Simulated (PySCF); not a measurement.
# Broadened absorption spectrum of C5H13NSi

C₅H₁₃NSi.
SMILES: `N[SiH2]C1CCCC1`

Computed, not measured: PySCF, TDDFT wB97X-D/def2-SVPD, vertical, gas phase, core orbitals frozen in the response. Isolated species at its GFN2-xTB geometry (one conformer only).

Computed states:

```json
{"state": "S1", "E (eV)": "6.55", "f": "0.022"}
{"state": "S2", "E (eV)": "7.54", "f": "0.015"}
{"state": "S3", "E (eV)": "7.94", "f": "0.024"}
{"state": "S4", "E (eV)": "8.08", "f": "0.028"}
{"state": "S5", "E (eV)": "8.21", "f": "0.028"}
{"state": "S6", "E (eV)": "8.30", "f": "0.025"}
{"state": "S7", "E (eV)": "8.71", "f": "0.011"}
{"state": "S8", "E (eV)": "8.73", "f": "0.089"}
```

Each state is given a Gaussian of 0.3 eV full width at half maximum, with ε(max) = 2.175×10⁸ f / Δν̃ (Δν̃ the width in cm⁻¹). The cross-section is σ = 3.8235×10⁻²¹ ε cm², given in Mb (10⁻¹⁸ cm²). The width is an assumption, not a result. The curve ends short of the highest state used, and states not computed would add to its high-energy end.

**Question.** Give the broadened spectrum and its maxima.

**Answer.** 
(λ (nm), σ (Mb)): (152.4, 23.15), (153.6, 21.36), (154.8, 18.53), (156.0, 14.90), (157.2, 10.85), (158.3, 7.43), (159.5, 4.81), (160.7, 3.77), (161.9, 4.06), (163.0, 4.80), (164.2, 5.30), (165.4, 5.01), (166.6, 3.98), (167.8, 2.67), (168.9, 1.60), (170.1, 0.79), (171.3, 0.33), (172.5, 0.12), (173.6, 0.04), (174.8, 0.01), (176.0, 0.01), (177.2, 0.02), (178.4, 0.06), (179.5, 0.16), (180.7, 0.41), (181.9, 0.91), (183.1, 1.75), (184.2, 2.86), (185.4, 4.32), (186.6, 5.80), (187.8, 6.93), (189.0, 7.41), (190.1, 7.17), (191.3, 6.27), (192.5, 4.96), (193.7, 3.57), (194.8, 2.43), (196.0, 1.47), (197.2, 0.81), (198.4, 0.42), (199.6, 0.20), (200.7, 0.09), (201.9, 0.04), (203.1, 0.01)

Maxima: 189 nm (6.56 eV), ε about 1900, made up of S1 (100%); 164 nm (7.54 eV), ε about 1400, made up of S2 (99%) (ε in L mol⁻¹ cm⁻¹; maxima over ε = 5, shares over 10%). At its high-energy end, 8.13 eV, the curve is still rising (ε about 6000, from S3, S4, S5 and S6).

**Question.** Coming from long wavelengths, where does ε first pass 100 L mol⁻¹ cm⁻¹?

**Answer.** At about 199 nm (6.25 eV), 0.31 eV below S1.

**Question.** On this curve, what absorbance would a 10⁻³ mol/L sample give at 193 nm over a 1 cm path?

**Answer.** 193 nm is 6.424 eV, where ε is about 1100 L mol⁻¹ cm⁻¹, so A = ε c l ≈ 1.1 (Beer–Lambert, with the gas-phase spectrum and the assumed width).

**Question.** What would ε be at 6.56 eV, the highest of these maxima, with half the width (0.15 eV)?

**Answer.** About 3870 L mol⁻¹ cm⁻¹ against 1940, a factor of about 1.99; a lone state at its own centre would give exactly 2.
